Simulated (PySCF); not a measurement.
H₄Ge (SMILES [GeH4]), singlet, geometry from GFN2-xTB. Base run: PySCF with HF/def2-SV(P).

Here is a job for PySCF.
```python
from pyscf import gto, scf

mol = gto.M(
    atom='''
Ge    0.00000000   -0.00000000    0.00000000
H    -0.59006963   -0.86482524   -1.04966053
H     0.55512279   -0.84636567    1.08323401
H    -1.04872747    0.88859607    0.55539157
H     1.08367430    0.82259483   -0.58896505
''',
    basis='def2-sv(p)',
    verbose=4,
    symmetry=True,
)

mf = scf.RHF(mol)
mf.kernel()
mf.analyze()
```

The base run was repeated with changes; each row names its change, and settings that it needs were set with it.

```csv
change,ΔE vs base (mEh),point group used,SCF cycles
base,0.000,D2,8
symmetry_subgroup = C2,0.000,C2,8
irrep_nelec = A:12 B1:8 B2:6 B3:10,859.7,D2,8
irrep_nelec = A:12 B1:6 B2:8 B3:10,859.7,D2,8
irrep_nelec = A:14 B1:6 B2:8 B3:8,939.2,D2,9
symmetry = off,0.000,C1,8
irrep_nelec = A:12 B1:10 B2:8 B3:6,859.7,D2,8
```
